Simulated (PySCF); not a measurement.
InFBr₂, SMILES [F][In]([Br])[Br].

The structure is a stationary point at B3LYP-D3(BJ)/def2-SVP. The structure was generated by enumeration; whether it is a known compound was not checked. The def2 effective core potentials stand for the cores of In; spin–orbit coupling is left out.

Method: PySCF with IEF-PCM-B3LYP/def2-SVP.

The values are the electrostatic part of the solvation free energy, E(continuum) − E(gas) at the gas-phase geometry, in a cavity of scaled van der Waals radii (PySCF's table); cavitation and dispersion terms are not included. A continuum can't describe solvent molecules that bind to the metal. In vacuum the orbital gap is 5.04 eV. The dipole moment in vacuum is 1.26 D.

Computed values in water (ε = 78.36), toluene (ε = 2.37), dimethylsulfoxide (ε = 46.83):
| solvent | ε | ΔG(elec) (kcal/mol) | dipole (D) | gap (eV) |
|---|---|---|---|---|
| water | 78.36 | -8.0 | 1.29 | 5.20 |
| toluene | 2.37 | -3.6 | 1.29 | 5.11 |
| dimethylsulfoxide | 46.83 | -7.8 | 1.29 | 5.20 |
